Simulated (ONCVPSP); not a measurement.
## What one change does to a pseudopotential (Hf, ONCV)

- Element: hafnium
- Generator: ONCVPSP 4.0.1
- Type: optimised norm-conserving Vanderbilt (ONCV)
- Functional: BLYP
- Relativity: non-relativistic
- Frozen core: [Kr] 4d10
- Valence charge: 26
- Reference configuration: 4f13 5s2 5p6 5d3 6s2
- Partial waves: 5s+6s: rc 2.10 bohr, ncon 5, nbas 10, qcut 6.8 1/bohr, 2 projectors; 5p: rc 1.30 bohr, ncon 4, nbas 7, qcut 6.9 1/bohr, 1 projector; 5d: rc 1.75 bohr, ncon 4, nbas 8, qcut 5.6 1/bohr, 2 projectors, debl 1.6 Ha; 4f: rc 0.55 bohr, ncon 4, nbas 7, qcut 20.5 1/bohr, 3 projectors, debl 2.3 Ha
- Local potential: polynomial inside 0.50 bohr (lpopt 5, dvloc0 6 Ha)
- Core correction: Teter function, fcfact 2.25, rcfact 1.25

Change: d: nproj 1.

Cutoffs: the cutoffs (Ha) at which the residual kinetic energy of the hardest occupied pseudo-wave falls to 1 and 0.1 mHa per electron; they do not see the model core or the augmentation charge, which bear on the density cutoff. Errors are all-electron minus pseudo energies relative to the spin-unpolarised reference configuration.

Q: Predict the effect on cutoff, ghosts and configuration errors.

A: The potential gets neither clearly harder nor softer (687 Ha and 923 Ha → 687 Ha and 923 Ha); both files keep a bound ghost (d, f, p, s); the errors of the 4 common tests hardly move; the range in which the d phases agree narrows (upper end at the end of the scan → 3.5).

```csv
quantity,base,changed
"cutoff, loose",687 Ha,687 Ha
"cutoff, tight",923 Ha,923 Ha
bound ghosts,"s, p, d, f","s, p, d, f"
GHOST(+) flags under 300 eV,none,none
"error for 4f14 5s2 5p6 5d2 6s2, meV [ΔE -23.31 eV]",-291,-291
"error for 4f14 5s2 5p6 5d2 6s1, meV [ΔE -16.33 eV]",-247,-246
"error for 4f14 5s2 5p6 5d2 6s0, meV [ΔE -3.43 eV]",-191,-190
"error for 4f14 5s2 5p6 5d0 6s0, meV [ΔE 52.80 eV]",-395,-395
s: phases at 2.13 bohr within 0.05 rad from the reference energy up to (Ha; the scan ends near 5),to the end of the scan,to the end of the scan
p: phases at 1.32 bohr within 0.05 rad from the reference energy up to (Ha; the scan ends near 5),2.6,2.6
d: phases at 1.78 bohr within 0.05 rad from the reference energy up to (Ha; the scan ends near 5),to the end of the scan,3.5
f: phases at 0.56 bohr within 0.05 rad from the reference energy up to (Ha; the scan ends near 5),to the end of the scan,to the end of the scan
"rms error of d²Exc/dni dnj with the model core, mHa",3.76,3.76
```

 A true bound ghost makes a file unfit for plane-wave use even where its test errors are small: the radial tests pick states by their node count and pass the ghost by.
